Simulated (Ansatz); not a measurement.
Consider the ligand exchange at the Si–S bond: `BC[SiH2]S[SiH3]` + `[OH][GeH2][O][SiH3]` → `[SiH3][O][GeH2][O][SiH3]` + `BC[SiH2]S`.

Isolated molecules relaxed with PBE0-D4/def2-TZVP in Ansatz; ΔE leaves out vibrations. CCSD(T)/CBS is the MP2 limit (def2-TZVPP, def2-QZVPP) plus CCSD(T) − MP2 in def2-TZVPP, frozen cores. DFT in def2-TZVPP. B3LYP here is the variant with VWN-RPA as its local correlation; programs differ in this. For Ge outer-core shells are correlated without core-valence functions, which leaves a few kJ/mol of doubt a bond. Scalar relativity is left out up to krypton. One conformer a species, not always the lowest.

Q: Is it downhill or uphill in electronic energy at CCSD(T)/CBS, and by how much? (Best estimate.)

A: Computed: Downhill: ΔE = -37.4 kJ/mol.

Q: What do these levels give: ωB97M-V, B2PLYP, PBE, B3LYP, MP2/def2-TZVPP, HF/CBS(def2)? (Estimate.)

A: The calculation gave: ωB97M-V -35.0, B2PLYP -46.5, PBE -24.8, B3LYP -50.5, MP2/def2-TZVPP -35.4, HF/CBS(def2) -75.1 kJ/mol.

Largest T1 diagnostic among the species: 0.012.

The D4 term adds +9.2 kJ/mol with B3LYP and +4.6 kJ/mol with PBE0; it sums over pairs of atoms, weighted by their polarisabilities, and B3LYP, whose exchange is more repulsive, gets the larger term. From PBE to PBE0 (25 % exact exchange), in def2-TZVPP and without D4, ΔE moves by −4.5 kJ/mol.
